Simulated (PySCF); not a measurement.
Compound: C₁₀H₁₀N₂.
Geometry (PBE0-D3(BJ)/def2-SVP, Å), atoms numbered from 1 in this order:
```
atom  x, y, z in Å
C1    -0.7663   -1.5195   -1.7614
C2    -0.6497   -0.4808   -0.9361
C3    -1.5079    0.7618   -0.8784
C4    -1.0733    1.4856    0.3966
C5     0.4057    1.1348    0.5101
C6     0.4498   -0.3721    0.1421
C7     0.0357   -1.1634    1.3063
N8    -0.2816   -1.7826    2.2316
C9     1.7889   -0.8106   -0.3699
C10    2.5364   -1.7983    0.1435
C11    3.8029   -2.1620   -0.4007
N12    4.8352   -2.4691   -0.8312
H13   -0.0731   -2.3640   -1.7200
H14   -1.5668   -1.5615   -2.5045
H15   -1.2916    1.3891   -1.7608
H16   -2.5818    0.5269   -0.9104
H17   -1.6162    1.0871    1.2690
H18   -1.2524    2.5695    0.3646
H19    0.9879    1.6839   -0.2484
H20    0.8552    1.3350    1.4924
H21    2.1419   -0.2566   -1.2453
H22    2.1931   -2.3676    1.0144
```

Method: PBE0-D3(BJ)/def2-SVP geometry optimisation, gas phase (PySCF 2.14.0).

Take the most abundant isotopes and a rigid rotor. The values belong to one conformer with, in the numbering `[CH2:1]=[C:2]1[CH2:3][CH2:4][CH2:5][C@:6]1([C:7]#[N:8])/[CH:9]=[CH:10]/[C:11]#[N:12]`, C5–C6–C9–C10 123°, C1–C2–C3–C4 171°, C2–C3–C4–C5 32°, C3–C4–C5–C6 -42°, C4–C5–C6–C7 -80°.

Task: Give the principal moments of inertia and the rotational constants in MHz.

Result: Ia = 312.38, Ib = 881.35, Ic = 937.86 u·Å²; 505379 MHz·u·Å²/I gives A = 1618, B = 573.4, C = 538.9 MHz.

Task: What kind of rotor is it?

Result: A near-prolate asymmetric top; Ray's κ = -0.936.

Task: Is it planar, by Δ = Ic − Ia − Ib?

Result: Not planar: Δ = Ic − Ia − Ib = -255.87 u·Å². For a rigid frame Δ = −2 Σ m c², so Σ m c² = 127.94 u·Å² lies off the ab plane: 24.30 from hydrogen and 103.64 from heavier atoms. The atom farthest from that plane is 2.21 Å away.

Task: Give the other two planar moments, Paa and Pbb, and the rms extents of the mass along the axes.

Result: Paa = Σ m a² = (Ib + Ic − Ia)/2 = 753.41 and Pbb = Σ m b² = (Ia + Ic − Ib)/2 = 184.45 u·Å². With the mass M = 158.08 u, the rms extents √(P/M) along a, b and c are 2.18, 1.08, 0.90 Å.

Task: Where do the levels up to J = 2 lie, in cm⁻¹?

Result: Above 0(0,0):
J = 1: 1(0,1) 0.0371, 1(1,1) 0.0719, 1(1,0) 0.0731
J = 2: 2(0,2) 0.1113, 2(1,2) 0.1450, 2(1,1) 0.1484, 2(2,1) 0.2530, 2(2,0) 0.2530

Task: Which lines would a microwave search look for?

Result: The dipole components are |μa| = 4.79 D, |μb| = 2.37 D, |μc| = 1.49 D. Intensities carry the squares of the components, which stand as 1.00 : 0.24 : 0.10 (a : b : c). Some lines, for components of 0.1 D or more:

| type | branch | J(Ka,Kc) | MHz | lower level (cm⁻¹) |
| --- | --- | --- | --- | --- |
| c | Q | 2(1,2) ← 2(0,2) | 1011 | 0.111 |
| a | R | 1(0,1) ← 0(0,0) | 1112 | 0.000 |
| b | Q | 2(1,1) ← 2(0,2) | 1114 | 0.111 |
| b | Q | 3(1,2) ← 3(0,3) | 1169 | 0.222 |
| a | R | 2(1,1) ← 1(1,0) | 2259 | 0.073 |
| b | Q | 3(2,1) ← 3(1,2) | 3086 | 0.261 |
| c | Q | 2(2,1) ← 2(1,1) | 3133 | 0.148 |
| b | R | 2(1,2) ← 1(0,1) | 3234 | 0.037 |
| a | R | 3(2,2) ← 2(2,1) | 3337 | 0.253 |
| b | Q | 3(3,0) ← 3(2,1) | 5305 | 0.364 |
| b | Q | 3(3,1) ← 3(2,2) | 5309 | 0.364 |
| b | R | 2(2,1) ← 1(1,0) | 5392 | 0.073 |
| c | R | 2(2,1) ← 1(1,1) | 5427 | 0.072 |
| b | R | 3(2,1) ← 2(1,2) | 6578 | 0.145 |
| c | R | 3(3,0) ← 2(2,0) | 8645 | 0.253 |
| b | R | 3(3,0) ← 2(2,1) | 8646 | 0.253 |

Task: Estimate the classical rotational partition function at 200 K, 298.15 K and 500 K.

Result: Point group C1, symmetry number σ = 1; q = (√π/σ)·√((kT/h)³/(ABC)), k/h = 20836.6 MHz/K: 674000 at 200 K, 1230000 at 298.15 K, 2670000 at 500 K.

No frequency check. Constants of a rigid frame at the computed geometry: no zero-point averaging, no centrifugal distortion. Quadrupole hyperfine structure (14N) is left out.
